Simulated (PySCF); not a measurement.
## Radial density of Mg (magnesium, neutral)

BP86, [Ne] 3s1 3p1, 3s spin antiparallel (an excited configuration). All numbers are calculated (PySCF 2.14, the non-relativistic Hamiltonian (point nucleus), in aug-cc-pVQZ with one added diffuse shell each of s, p, d, f, g type (8s7p5d4f3g, 109 functions)).

```json
{"r (bohr)": "0.00224", "4πr²ρ (e/bohr)": "0.06516", "4πr²(ρα − ρβ)": "-0.0001"}
{"r (bohr)": "0.00377", "4πr²ρ (e/bohr)": "0.1778", "4πr²(ρα − ρβ)": "-0.0003"}
{"r (bohr)": "0.00633", "4πr²ρ (e/bohr)": "0.4728", "4πr²(ρα − ρβ)": "-0.0007"}
{"r (bohr)": "0.0107", "4πr²ρ (e/bohr)": "1.207", "4πr²(ρα − ρβ)": "-0.0019"}
{"r (bohr)": "0.0179", "4πr²ρ (e/bohr)": "2.868", "4πr²(ρα − ρβ)": "-0.0044"}
{"r (bohr)": "0.0301", "4πr²ρ (e/bohr)": "6.064", "4πr²(ρα − ρβ)": "-0.0091"}
{"r (bohr)": "0.0507", "4πr²ρ (e/bohr)": "10.54", "4πr²(ρα − ρβ)": "-0.0148"}
{"r (bohr)": "0.0853", "4πr²ρ (e/bohr)": "13.32", "4πr²(ρα − ρβ)": "-0.0134"}
{"r (bohr)": "0.143", "4πr²ρ (e/bohr)": "10.61", "4πr²(ρα − ρβ)": "0.0040"}
{"r (bohr)": "0.241", "4πr²ρ (e/bohr)": "7.322", "4πr²(ρα − ρβ)": "0.0107"}
{"r (bohr)": "0.406", "4πr²ρ (e/bohr)": "10.30", "4πr²(ρα − ρβ)": "-0.0266"}
{"r (bohr)": "0.683", "4πr²ρ (e/bohr)": "9.339", "4πr²(ρα − ρβ)": "-0.0115"}
{"r (bohr)": "1.15", "4πr²ρ (e/bohr)": "2.816", "4πr²(ρα − ρβ)": "-0.0377"}
{"r (bohr)": "1.93", "4πr²ρ (e/bohr)": "0.6163", "4πr²(ρα − ρβ)": "-0.2179"}
{"r (bohr)": "3.25", "4πr²ρ (e/bohr)": "0.5422", "4πr²(ρα − ρβ)": "-0.0546"}
{"r (bohr)": "5.46", "4πr²ρ (e/bohr)": "0.1842", "4πr²(ρα − ρβ)": "0.0998"}
{"r (bohr)": "9.19", "4πr²ρ (e/bohr)": "0.01341", "4πr²(ρα − ρβ)": "0.0123"}
{"r (bohr)": "15.5", "4πr²ρ (e/bohr)": "8.821e-05", "4πr²(ρα − ρβ)": "0.0001"}
```

With the s spin flipped the determinant is a mixture of two multiplicities, not a spectroscopic state.
